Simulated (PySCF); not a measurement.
Species: C₂H₃F₃OSi.
SMILES: `C=CO[Si](F)(F)F`

Torsions of this conformer, `[CH2:1]=[CH:2][O:3][Si:4]([F:5])([F:6])[F:7]`: C1–C2–O3–Si4 -172°, C2–O3–Si4–F5 103°.

The closed-shell ground state was solved at several levels (PySCF, density fitting, gas phase, non-relativistic). The structure is a single PBE0-D3(BJ)/def2-SVP conformer in the gas phase; no vibrational or solvent corrections.

```csv
level,basis functions,total energy (Eh),HOMO (eV),LUMO (eV),gap (eV),dipole (D)
PBE0/6-31G,73,-741.6568,-7.63,-0.21,7.42,2.35
PBE0/cc-pVTZ,256,-742.0874,-7.56,0.16,7.72,1.54
B3LYP/def2-TZVP,241,-742.7264,-7.38,-0.21,7.17,1.59
PBE0/def2-TZVP,241,-742.1193,-7.60,0.06,7.66,1.59
BLYP/pcSseg-1,141,-742.3710,-6.24,-0.78,5.46,1.54
```

Q: Estimate the row for PBE/pcSseg-1, a basis of 141 functions; the other rows only guide the guess.

A: Total energy -741.8184 Eh, HOMO -6.41 eV, LUMO -0.91 eV, gap 5.50 eV, dipole 1.54 D.

Q: Over all these levels, which gives the widest orbital gap and which the narrowest?

A: PBE0/cc-pVTZ (global hybrid, 25 % exact exchange) has the widest, 7.72 eV, and BLYP/pcSseg-1 (GGA) the narrowest, 5.46 eV. Functional and basis both differ between the two, so the spread mixes both effects.

Q: How much does the basis alone move the frontier levels among the 3 PBE0 rows?

A: The HOMO by 0.07 eV and the LUMO by 0.37 eV. By rising basis size (HOMO, LUMO in eV): 6-31G -7.63, -0.21; def2-TZVP -7.60, 0.06; cc-pVTZ -7.56, 0.16.

Q: How far do the dipole and the HOMO energy spread over the levels?

A: The dipole runs from 1.54 to 2.35 D (mean 1.69 D) and the HOMO from -7.63 to -6.24 eV.
